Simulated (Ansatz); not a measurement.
GaH5O3Se. Total charge 0; spin multiplicity 1. The bonds changed during the relaxation, so this is another structure than the one it started from. The geometry is a stationary point of PBE0-D4/def2-TZVP. It is one conformer, not always the lowest.

```xyz
10

O     1.656    0.338    0.213
Ga   -0.415   -0.118    0.254
O    -0.750   -0.745    1.896
O    -0.006   -1.365   -0.996
Se   -1.267    1.951   -0.483
H     1.883   -0.336   -0.448
H    -1.297   -0.168    2.432
H    -0.338   -2.240   -0.786
H    -1.227    1.481   -1.874
H     1.760    1.201   -0.208
```

What is the dipole moment at PBE/def2-TZVPP? (Best estimate.)

Computed: 1.97 D, with components (1.75, 0.51, -0.75) D in this frame, pointing from negative to positive charge.

And with r2SCAN, B3LYP, ωB97M-V? (Estimate.)

Computed: r2SCAN 2.07 D, B3LYP 2.01 D, ωB97M-V 2.05 D.

Give the Mulliken charges with PBE, B3LYP, ωB97M-V in def2-TZVPP. (Best estimate.)

Ansatz gave: 
```
atom    PBE  B3LYP  ωB97M-V
  O1  -0.20  -0.22    -0.22
 Ga2   0.46   0.57     0.56
  O3  -0.38  -0.42    -0.42
  O4  -0.44  -0.49    -0.48
 Se5  -0.30  -0.30    -0.32
  H6   0.22   0.22     0.22
  H7   0.17   0.17     0.16
  H8   0.19   0.19     0.18
  H9   0.07   0.07     0.09
 H10   0.21   0.21     0.21
```

B3LYP here is the variant with VWN-RPA as its local correlation; programs differ in this.
